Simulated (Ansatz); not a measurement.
`C#[C][AlH][F]` + `[SiH3]S` → `[F][AlH][S][SiH3]` + acetylene at 298.15 K and 1 bar (ligand exchange at the Al–C bond).

Isolated molecules relaxed with PBE0-D4/def2-TZVP in Ansatz; ΔE leaves out vibrations. CBS: MP2 limit from def2 TZ/QZ plus the TZ coupled-cluster correction, frozen cores. This one scheme is used for every species. Each species was taken in one conformer, which may not be the lowest.

```csv
species,CCSD(T)/CBS energy (Eh),H − E (kJ/mol),S (J/(mol·K))
`C#[C][AlH][F]`,-419.13611,90.0,303.1
`[SiH3]S`,-689.27336,102.7,272.7
`[F][AlH][S][SiH3]`,-1031.20495,118.0,357.3
`C#C`,-77.22717,80.8,200.2
```

H − E and S are ideal-gas, rigid-rotor, harmonic terms from PBE0-D4/def2-TZVP, for one conformer and one mirror image of each species. 1 Eh = 2625.50 kJ/mol, R = 8.31446 J/(mol·K).

By hand: ΔE, ΔH, ΔS and ΔG.

ΔE = (-1031.20495) + (-77.22717) − (-419.13611) − (-689.27336) = -0.02265 Eh = -59.5 kJ/mol. Δ(H − E) = 118.0 + 80.8 − 90.0 − 102.7 = 6.1, so ΔH = -53.4 kJ/mol. ΔS = 357.3 + 200.2 − 303.1 − 272.7 = -18.3 J/(mol·K). ΔG = -53.4 − 298.15 × (-18.3)/1000 = -47.9 kJ/mol.

By hand: the equilibrium constant, and the temperature at which ΔG would vanish if ΔH and ΔS stayed fixed.

log₁₀ K = −ΔG/(RT ln 10) = 8.4. ΔG = 0 at ΔH/ΔS = 2918 K, far beyond where these terms or the molecules hold.

ΔH outweighs TΔS. A doubt of 5 kJ/mol in ΔE shifts log₁₀ K by 0.9 here. Other conformers and mirror images would add mixing entropy, several J/(mol·K) or more a flexible species. Modes under 60 cm⁻¹, often nearly free rotors, make the harmonic entropy too high. These are equilibria of isolated gas molecules and say nothing of rates. Largest T1 diagnostic: 0.013 (customary marks: 0.02 for closed shells, 0.045 for open ones).
